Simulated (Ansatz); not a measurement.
Program: Ansatz. Geometries: PBE0-D4/def2-TZVP. ΔE: electronic, gas phase. CCSD(T)/CBS is the MP2 limit (def2-TZVPP, def2-QZVPP) plus CCSD(T) − MP2 in def2-TZVPP, frozen cores. For Se outer-core shells are correlated without core-valence functions, which leaves a few kJ/mol of doubt a bond. Scalar relativity is left out up to krypton. Each species was taken in one conformer, which may not be the lowest.

`C[CH2][AlH][SeH]` + `C=CCCCCCC` → `C=CCCCCCCCC` + `[AlH2][SeH]`  (formal exchange of groups at a C–Al bond)

```tsv
species	HF/def2-TZVPP energy (Eh)
`C[CH2][AlH][SeH]`	-2721.65409
`C=CCCCCCC`	-312.35939
`C=CCCCCCCCC`	-390.44518
`[AlH2][SeH]`	-2643.54877
```

(1) Work out ΔE.

Largest T1 diagnostic among the species: 0.009.

Results:

(1) ΔE = (-390.44518) + (-2643.54877) − (-2721.65409) − (-312.35939) = 0.01953 Eh = +0.53 eV. CCSD(T)/CBS gives +0.45 eV.

In def2-TZVPP, CCSD(T) changes the Hartree–Fock value by −0.11 eV (the triples alone add −0.01 eV) and MP2 by −0.09 eV. The D4 term adds −0.12 eV with B3LYP and −0.08 eV with PBE0; it sums over pairs of atoms, weighted by their polarisabilities, and B3LYP, whose exchange is more repulsive, gets the larger term.

B3LYP here is the variant with VWN-RPA as its local correlation; programs differ in this.
